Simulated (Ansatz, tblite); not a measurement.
Isomers of Ag4⁺ (doublet), found by a short tight-binding search and relaxed with PBE0-D4/def2-SVP in Ansatz.

In the def2 sets Ag takes a core potential; there is no spin–orbit coupling. The xTB rows come from tblite. Correlated methods freeze no core orbitals; core or outer-core shells of Ag are correlated, in sets that lack core-valence functions.

Other spin states were run for one of them alone.

A:

```tsv
atom	x (Å)	y (Å)	z (Å)
Ag1	0.4721	-0.2956	1.2165
Ag2	2.0395	1.2531	-0.4862
Ag3	-2.0422	-1.2477	0.4885
Ag4	-0.4693	0.2901	-1.2189
```

B:

```xyz
4

Ag   -0.6316   -0.7230   -1.4712
Ag    1.1673   -0.9660    0.8900
Ag   -1.1563    0.2148    1.3001
Ag    0.6206    1.4742   -0.7189
```

Problem. Estimate their order by electronic energy at PBE0-D4/def2-TZVP, counted from the lowest.

Solution. A (0.0) < B (6.4), in kcal/mol.

Problem. Do the other levels pick the same lowest one?

Solution. All that were run do. Energies above each level's lowest (kcal/mol):

| level | A | B |
| --- | --- | --- |
| GFN1-xTB | 0.0 | 7.4 |
| GFN2-xTB | 0.0 | 16.1 |
| HF/def2-TZVP | 0.0 | 5.8 |
| PBE-D4/def2-TZVP | 0.0 | 6.3 |
| revPBE-D4/def2-TZVP | 0.0 | 6.1 |
| BLYP-D4/def2-TZVP | 0.0 | 6.9 |
| r2SCAN-D4/def2-TZVP | 0.0 | 6.2 |
| PBE0-D4/def2-TZVP | 0.0 | 6.4 |
| MP2/def2-TZVP | 0.0 | 6.2 |
Point groups (tolerance 0.1 Å): A D2h, B D2d. Lower isomers may exist.
